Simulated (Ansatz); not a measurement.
A CCSD(T) single point on `C[NH][SnH]([Cl])[O]C`.

```yaml
crystal:
  periodic: [false, false, false]
  atoms:
    - {symbol: C, position_ang: [-1.543330, 0.189732, -1.998578]}
    - {symbol: N, position_ang: [-1.196544, 0.287337, -0.588610]}
    - {symbol: Sn, position_ang: [0.027210, -1.087297, 0.206101]}
    - {symbol: Cl, position_ang: [1.980518, -1.244774, -1.082785]}
    - {symbol: O, position_ang: [0.579424, -0.467789, 1.966856]}
    - {symbol: C, position_ang: [1.493574, 0.594297, 2.112312]}
    - {symbol: H, position_ang: [-2.353789, 0.887204, -2.229722]}
    - {symbol: H, position_ang: [-1.919126, -0.813275, -2.219331]}
    - {symbol: H, position_ang: [-0.713239, 0.390867, -2.687502]}
    - {symbol: H, position_ang: [-0.920077, 1.228578, -0.341744]}
    - {symbol: H, position_ang: [-0.670273, -2.622247, 0.344035]}
    - {symbol: H, position_ang: [1.060684, 1.558065, 1.812680]}
    - {symbol: H, position_ang: [1.761805, 0.662699, 3.169842]}
    - {symbol: H, position_ang: [2.413174, 0.436584, 1.536457]}
basis:
  gaussian: {orbitals: def2-TZVPP}
correlation: {method: ccsd_t}
```

```sh
$ ansatz run in.yaml --threads 2 --pin off --events-out ev --progress --plain --max-ram 32768MiB --backend cuda --devices 0, --max-vram 18GiB
```

The program prints (abridged):

```
Functional definition: HF
2102 factors; integrals over basis functions are off by at most 1.1e-3 eV
mean field evaluation 1: about -24013.9033 eV, gradient 4.9e1 eV
mean field evaluation 2: about -24014.2157 eV, gradient 4.9e1 eV
mean field evaluation 4: about -24019.3820 eV, gradient 4.9e0 eV
mean field evaluation 8: about -24019.4653 eV, gradient 3.6e-1 eV
mean field -24019.46585718 eV, -882.6990892728 hartree, gradient 7.7e-6 eV, S^2 0.000000; 0 other end points of the search recorded, 0 dependent functions left out
13 core orbitals not correlated: weight in the atoms' cores, before any rotation towards them, 1.000 or more for the frozen orbitals, at most 0.000 for the correlated occupied ones
reference -24019.46585718 eV, -882.6990892728 hartree; 24, 24 occupied and 291, 291 virtual orbitals, 2102 factors
second order -35.83022905 eV of doubles, -0.00000000 eV of singles
cycle   1  -35.95718634 eV  change   -1.3e-1 eV  update   1.3e-1
cycle   2  -36.80451522 eV  change   -8.5e-1 eV  update   3.9e-2
cycle   3  -37.00056799 eV  change   -2.0e-1 eV  update   2.2e-2
cycle   4  -36.98720563 eV  change    1.3e-2 eV  update   5.6e-3
cycle   5  -36.98237314 eV  change    4.8e-3 eV  update   3.0e-3
cycle   6  -36.98387356 eV  change   -1.5e-3 eV  update   1.1e-3
cycle   7  -36.98365471 eV  change    2.2e-4 eV  update   5.0e-4
cycle   8  -36.98350704 eV  change    1.5e-4 eV  update   1.7e-4
cycle   9  -36.98359226 eV  change   -8.5e-5 eV  update   6.4e-5
cycle  10  -36.98359909 eV  change   -6.8e-6 eV  update   2.7e-5
perturbative correction -1.39989742 eV, -0.0514452814 hartree
Total energy: -24057.84935370 eV, -884.1096567524 hartree
```

Run time 17 s (2 threads of an AMD EPYC 7R13 on a shared host and a share of an NVIDIA H100 80 GB); peak host memory 0.85 GiB.

Correlation energy per correlated electron: -0.800 eV. T1 diagnostic: 0.0126.
